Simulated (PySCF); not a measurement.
revPBE on F⁻ (fluorine, charge -1), [Ne], closed-shell 1S. Calculation: PySCF 2.14, in dyall-acv3z; scalar relativity by spin-free X2C-1e.

```
cycle= 1 E= -99.9326482575647  delta_E= 0.0139  |g|= 0.259  |ddm|= 0.305
cycle= 2 E= -99.8115529127337  delta_E= 0.121  |g|= 0.693  |ddm|= 0.367
cycle= 3 E= -99.956165946802  delta_E= -0.145  |g|= 0.108  |ddm|= 0.178
cycle= 4 E= -99.9608654906816  delta_E= -0.0047  |g|= 0.00413  |ddm|= 0.0591
cycle= 5 E= -99.9608717219334  delta_E= -6.23e-06  |g|= 0.000209  |ddm|= 0.0024
cycle= 6 E= -99.9608717338977  delta_E= -1.2e-08  |g|= 4.4e-05  |ddm|= 5.39e-05
cycle= 7 E= -99.9608717346266  delta_E= -7.29e-10  |g|= 4.14e-07  |ddm|= 1.96e-05
converged SCF energy = -99.9608717346266  <S^2> = 1.7763568e-15  2S+1 = 1
```

Highest occupied orbital energy: 1.547 eV; ⟨L²⟩ = 0.00; populations by l: s 4.00, p 6.00, d 0.00, f 0.00.

Can this result be used?

With care. The calculation finished and met its thresholds. At revPBE the highest occupied level has a positive energy, so only the finite basis holds that electron; in a semilocal or global hybrid functional this comes from self-interaction and does not mean that the real anion is unbound.
